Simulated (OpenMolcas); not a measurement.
Br II: Slater's ratio, the spin-orbit constant, thermal populations, worked from levels

```json
{
 "Program": "OpenMolcas",
 "Basis": "ANO-RCC-VQZP [7s6p4d2f1g]",
 "Scalar Hamiltonian": "DKH2, point nucleus",
 "Active space": "4 electrons in 3 orbitals (4p)",
 "State averaging": "2S+1 = 3 even, 3 roots; 2S+1 = 1 even, 6 roots",
 "Spin-orbit coupling": "RASSI with atomic mean-field integrals over the reference wave functions, term energies averaged over their components"
}
```

Methods: CASSCF; SS-CASPT2, IPEA 0.25 Eh, imaginary shift 0.1 Eh (closed shells correlated: 3d 4s). Measured levels: NIST Handbook of Basic Atomic Spectroscopic Data.

**Slater's ratio.** With one set of orbitals, p4 has ¹D - ³P = 6 F2 and ¹S - ¹D = 9 F2 (F2 = F²/25), a ratio of 3/2. Term energies are centres of gravity, weighted by 2J + 1.

```tsv
Source	¹D - ³P	¹S - ³P	F2 from the first	Ratio
CASSCF	13108	32246	2185	1.460
SS-CASPT2	10790	27201	1798	1.521
measured	10617	26395	1770	1.486
```

Energies in cm-1. A ratio away from 3/2 shows effects beyond one configuration with one set of orbitals, and in heavier atoms second-order spin-orbit shifts.

**The spin-orbit constant.** For the Hund term ³P of p4, E(J) = (A/2) J(J+1) + constant and ζ = -2S·A = -2A. From J = 0 to J = 2 the energy changes by 3 A.

| Source | E(2) - E(0) | A | ζ |
| --- | --- | --- | --- |
| CASSCF | -3672.4 | -1224.1 | 2448 |
| SS-CASPT2 | -3624.0 | -1208.0 | 2416 |
| measured | -3837.4 | -1279.1 | 2558 |

All in cm-1. SS-CASPT2 is off by -5.6 % and CASSCF by -4.3 %. Both methods take the spin-orbit matrix elements from the reference wave functions, so the second can move ζ only through the term energies and any multistate remixing. Second-order mixing with other terms is absorbed into this ζ.

**Thermal populations.** Z = Σ (2J + 1) exp(-E/kT) with k = 0.695035 cm-1/K, over the levels below. No other level of either list lies under 90000 cm-1, which is above 7 kT at each temperature.

| Level | 2J + 1 | SS-CASPT2 | measured |
| --- | --- | --- | --- |
| 4s² 4p⁴ ³P₂ | 5 | 0.0 | 0.0 |
| 4s² 4p⁴ ³P₁ | 3 | 2880 | 3136 |
| 4s² 4p⁴ ³P₀ | 1 | 3620 | 3837 |
| 4s² 4p⁴ ¹D₂ | 5 | 12150 | 12089 |
| 4s² 4p⁴ ¹S₀ | 1 | 28560 | 27867 |

```csv
T (K),"Z, SS-CASPT2","Z, measured levels","Ground level (%), SS-CASPT2","Ground level (%), measured levels"
5000,6.814,6.703,73.4,74.6
8000,7.877,7.783,63.5,64.2
12000,8.969,8.900,55.7,56.2
```

At 12000 K, kT = 8340 cm-1, and the computed levels give Z = 5.000 + 2.124 + 0.648 + 1.165 + 0.033 = 8.969.

CASPT2 breaks the degeneracy within a term, and the mean is taken; among the terms shown or strongly mixed into the levels shown the widest spread is 170 cm-1 (4s² 4p⁴ ¹D, SS-CASPT2). With the s shell closed, the reference lacks s² → p² mixing. Without dynamic correlation excited terms often stand tens of per cent too high (terms of higher spin than the ground term too low), and those without a measured partner can miss by more than the paired ones (holds for CASSCF). Computed and measured levels are paired by configuration, term and J; levels that our copy of the source lacks, or whose pairing is in doubt (as where it misses far off the trend of its configuration), stay unpaired and out of the deviations. Levels of configurations outside the active space are missing.
